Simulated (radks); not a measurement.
All-electron atom: Ta II in [Xe] 4f14 5d3 6s1 (the NIST ground configuration). Method: scalar-relativistic Kohn-Sham, PBEsol, spin-polarised, spherical densities, finite nucleus; open shells are filled with parallel spins first (spin-orbit coupling, left out, can overturn this in heavy ions); Fermi nuclear charge, rms radius 5.3507 fm; hard spherical wall at 4 bohr; computed with a radial shooting solver on a logarithmic mesh with Libxc functionals.

Radial electron density D(r) = 4 pi r^2 rho(r):

```
   r/bohr * D(r) (the largest magnitude, 134, reaches the edge; | marks zero)
 0.002067 |        *
 0.002713 |            *
 0.003561 |                 *
 0.004712 |                       *
 0.006185 |                             *
 0.008183 |                                    *
  0.01074 |                                       *
  0.01421 |                                        *
  0.01865 |                                     *
  0.02448 |                                   *
   0.0324 |                                       *
  0.04252 |                                                *
  0.05626 |                                                      *
  0.07385 |                                                 *
  0.09694 |                                          *
   0.1283 |                                             *
   0.1684 |                                                 *
   0.2228 |                                    *
   0.2924 |                        *
   0.3838 |                            *
   0.5078 |                          *
   0.6665 |               *
   0.8819 |        *
    1.158 |     *
    1.532 |  *
     2.01 | *
    2.639 |*
    3.491 *
```

D(r) has 4 maxima, at r = 0.0126, 0.0576, 0.160, 0.426 bohr, and minima at 0.0243, 0.104, 0.302 bohr, inside which lie 1.90, 11.10, 29.84 electrons.
